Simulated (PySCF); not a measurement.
A calculated (UHF, PySCF 2.14, aug-cc-pV(Q+d)Z, the non-relativistic Hamiltonian (point nucleus)) atom or ion has these occupied shells.

| shell | electrons | orbital energy (eV) | rms radius, mean of both spins (bohr) |
| --- | --- | --- | --- |
| 1s α | 1 | -2168.8 | 0.120 |
| 1s β | 1 | -2168.5 | 0.120 |
| 2s α | 1 | -197.05 | 0.562 |
| 2s β | 1 | -196.68 | 0.562 |
| 2p α | 3 | -139.82 | 0.540 |
| 2p β | 3 | -139.16 | 0.540 |
| 3s α | 1 | -14.427 | 2.18 |
| 3s β | 1 | -9.560 | 2.18 |
| 3p α | 3 | -2.838 | 3.07 |
| 3p β | 1 | -0.682 | 3.07 |

(1) Name the element and its charge.

## Answers

(1) P⁻ (phosphorus, charge -1), in [Ne] 3s2 3p4, high-spin 3P determinant.
